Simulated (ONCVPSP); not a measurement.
PBEsol ONCV dataset for Mo (Z = 42), scalar-relativistic all-electron reference.

molybdenum, optimised norm-conserving Vanderbilt (ONCV), made with ONCVPSP 4.0.1 (PBEsol, scalar-relativistic). Core [Ar] 3d10, reference 4s2 4p6 4d5 5s0.75 (charge +0.25). Waves: 4s+5s: rc 1.45 bohr, ncon 3, nbas 7, qcut 8.2 1/bohr, 2 projectors; 4p: rc 1.40 bohr, ncon 4, nbas 8, qcut 6.5 1/bohr, 2 projectors, debl 3.1 Ha; 4d: rc 2.50 bohr, ncon 4, nbas 9, qcut 7.4 1/bohr, 2 projectors, debl 1.9 Ha. Local part: polynomial inside 1.40 bohr (lpopt 5, dvloc0 0 Ha). Core correction: Teter function, fcfact 5.75, rcfact 1.6.

* Cutoffs needed: 24 Ha and 93 Ha (the cutoffs (Ha) at which the residual kinetic energy of the hardest occupied pseudo-wave falls to 1 and 0.1 mHa per electron)
* Ghost test: no bound ghost flagged; GHOST(+) flagged for s at 307.7 eV
* Largest excitation error: -0.8 meV (all-electron minus pseudo) for 4s2 4p6 4d5 5s0, out of 4 test configurations
* rms error of d²Exc/dni dnj: 2.44 mHa without and 2.89 mHa with the model core
